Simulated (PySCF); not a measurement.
trichloroethylene (C2HCl3), SMILES ClC=C(Cl)Cl.

Geometry: PBE0-D3(BJ)/def2-SVP.

Two levels are set side by side: PBE/def2-TZVP (PySCF) and CAM-B3LYP/def2-TZVP (PySCF). Same geometry, gas phase. Differences are taken from unrounded values.

```csv
quantity,CAM-B3LYP,PBE,PBE minus CAM-B3LYP
orbital gap (eV),8.85,4.36,-4.49
highest occupied level (eV),-8.60,-6.14,2.46
lowest empty level (eV),0.24,-1.79,-2.03
dipole moment (D),0.87,0.76,-0.12
mean polarisability (bohr³),59.9,62.2,2.3
```

PBE's occupied levels lie high since its potential decays too fast outside the molecule; exact exchange lowers them and widens the gap. PBE's more diffuse valence density responds more strongly to a field. Differences between two approximate levels are no errors against the true value.

Rough cost on one machine, each run with all the roots and properties that it gave: CAM-B3LYP against PBE within a factor of 2.
